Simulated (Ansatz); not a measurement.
Reactions of C2HCl3Ti (`C#[C][Ti]([Cl])([Cl])[Cl]`).

Gas-phase electronic energies from Ansatz, PBE0-D4/def2-TZVP geometries. CCSD(T)/CBS adds triple-zeta CCSD(T) − MP2 to the extrapolated MP2 energy (def2 sets, frozen cores). This one scheme is used for every species. Double bonds are as drawn, so ΔE can hold a change between cis and trans. Elements past krypton have def2 core potentials. For Br, Ga, In, Se, Ti outer-core shells are correlated without core-valence functions, which leaves a few kJ/mol of doubt a bond. Scalar relativity is left out up to krypton. One conformer a species, not always the lowest.

Problem. Order these by ΔE at CCSD(T)/CBS, lowest first. (An estimate is asked.)
A. `C#[C][Ti]([Cl])([Cl])[Cl]` + `C=C[O][InH2]` → `C=C[O][Ti]([Cl])([Cl])[Cl]` + `C#[C][InH2]`
B. `C#[C][Ti]([Cl])([Cl])[Cl]` + `SC=[Se]` → `[SH][Ti]([Cl])([Cl])[Cl]` + `C#CC=[Se]`
C. `C#[C][Ti]([Cl])([Cl])[Cl]` + `C[Se][GaH2]` → `C[Se][Ti]([Cl])([Cl])[Cl]` + `C#[C][GaH2]`
D. `C#[C][Ti]([Cl])([Cl])[Cl]` + `CC1=CC(C(F)(F)F)=[O+][Ti-]([F])([F])([F])[O]1` → `CC1=CC(C(F)(F)F)=[O+][Ti-]([Cl])([Cl])([Cl])[O]1` + `C#[C][Ti]([F])([F])[F]`
E. `C#[C][Ti]([Cl])([Cl])[Cl]` + H–F → `[F][Ti]([Cl])([Cl])[Cl]` + `C#C`
F. `C#[C][Ti]([Cl])([Cl])[Cl]` + `[SiH3]/C=C/Br` → `[Cl][Ti]([Cl])([Cl])[Br]` + `C#C/C=C\[SiH3]`
G. `C#[C][Ti]([Cl])([Cl])[Cl]` + `[F][Ga]([Cl])[Cl]` → `[Cl][Ti]([Cl])([Cl])[Cl]` + `C#[C][Ga]([F])[Cl]`
H. `C#[C][Ti]([Cl])([Cl])[Cl]` + `C[SiH](O)Cl` → `[OH][Ti]([Cl])([Cl])[Cl]` + `C#C[SiH](C)Cl`

Solution. F (-39.7 kcal/mol), E (-30.9 kcal/mol), A (-23.8 kcal/mol), B (-17.9 kcal/mol), G (-13.2 kcal/mol), H (-9.1 kcal/mol), C (-4.5 kcal/mol), D (+3.9 kcal/mol).

Largest T1 diagnostic: 0.026, for `[SH][Ti]([Cl])([Cl])[Cl]`, so its coupled-cluster energy is less sure.
